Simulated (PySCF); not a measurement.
**Computed structure and properties of [Ce(HCN)]3+**

System: [Ce(HCN)]3+ (singlet in the valence; each metal's 4f electrons, 1 of them, lie in its core potential, out of spins and levels); start: template (C∞v). Method: PySCF 2.14.0, RKS PBE0, Ce lcecp-1-SVP with ECP47, N def2-SVP, C def2-SVP, H def2-SVP; non-relativistic Hamiltonian with scalar-relativistic core potentials where named; density fitting; no spin-orbit coupling.

Input of the relaxation:

```python
mol = gto.M(atom='''
Ce     0.00000     0.00000    -0.51881
N      0.00000     0.00000     2.08869
C      0.00000     0.00000     3.24869
H      0.00000     0.00000     4.31869''',
    basis={'Ce': 'lcecp-1-SVP', 'N': 'def2-SVP', 'C': 'def2-SVP', 'H': 'def2-SVP'},
    ecp={'Ce': 'lcecp-1-SVP'},
    charge=3, spin=0)
mf = dft.RKS(mol, xc='PBE0')
mf.grids.atom_grid = (50, 194)  # f atoms: unpruned, at least (60, 302)
mf = mf.density_fit()  # fitting sets: Ce AutoAux, N def2-universal-JKFIT, C def2-universal-JKFIT, H def2-universal-JKFIT
mf.conv_tol = 1e-08; mf.max_cycle = 55
mf.kernel(dm0)  # dm0: converged density of the start geometry
# quasi-Newton relaxation in Cartesian coordinates to a largest gradient under 0.00045 Eh/bohr, steps kept in the point group
```

Run from Python with OMP_NUM_THREADS=2; the lines above give its settings. Where DIIS fails, smearing, a level shift and second-order steps follow.
It took 9.7 s on 2 threads of Arm Neoverse V1, on a shared host, from the converged density of the start.

Course of the relaxation:

```
step  energy above end (eV)  largest force component within the symmetry (eV/Å)
   0                 0.3095                                               1.803
   1                 0.1297                                               1.393
   2                 0.0147                                               0.677
   3                 0.0018                                               0.184
   4                 0.0001                                               0.078
   5                 0.0000                                               0.007
   6                 0.0000                                               0.002
```

Relaxed geometry (C∞v):

```xyz
4

Ce    0.0000    0.0000   -0.3347
N     0.0000    0.0000    2.0099
C     0.0000    0.0000    3.1746
H     0.0000    0.0000    4.2875
```

```json
{"contact": "Ce1–N2 (HCN)", "Å": "2.345"}
```

On the finer grid (75, 302):

```json
{"HOMO": "-26.38 eV", "LUMO": "-19.30 eV", "Dipole about the centre of mass": "3.61 D", "Set of Mulliken populations of Ce1 outside the core potential": "s 2.04, p 6.03, d 0.34, f 0.02", "D3(BJ) dispersion energy (not in the energies)": "-0.059 eV"}
```

```csv
atom,Mulliken (e),Löwdin (e),spin (e)
Ce1,2.57,2.43,0.00
N2,-0.23,-0.11,0.00
C3,0.35,0.50,0.00
H4,0.31,0.18,0.00
```

The 4f levels lie in the core potential and are missing. Their spin isn't counted.

On the grid (50, 194), as all that follows. Harmonic modes: a minimum; lowest 258 cm⁻¹ (negative: unstable), highest 3185 cm⁻¹, zero-point energy 0.494 eV.

Taking off one HCN (charge 0, singlet; the rest: singlet) in vacuum, both parts rigid, costs 5.07 eV; the small basis without counterpoise inflates it. Parting with an electron moved from the ligand to the metal can be far cheaper, even downhill.

Rigid scan of HCN along the line from its metal:

| distance to N2 (Å) | energy (eV) |
| --- | --- |
| 2.04 | 0.775 |
| 2.14 | 0.300 |
| 2.24 | 0.065 |
| 2.34 | 0.000 |
| 2.44 | 0.050 |
| 2.54 | 0.178 |
| 2.74 | 0.564 |

One start shape was tried, so this needn't be the lowest isomer.

An lcecp potential fixes the number of 4f electrons, so in runs with it no electron can move into or out of that shell.
